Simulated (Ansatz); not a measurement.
Question: Name a neutral molecule of B, C, I, O, Si and H with HOMO energy (ωB97M-V/def2-TZVPP) between -9.60 and -9.30 eV and LUMO energy (ωB97M-V/def2-TZVPP) between -0.10 and 0.20 eV (Ansatz, PBE0-D4/def2-TZVP geometry).

Answer: `CB[SiH](O)I` (-9.40 eV, 0.05 eV). Other molecules can fit too; these were computed, each in one conformer that needn't be the lowest.
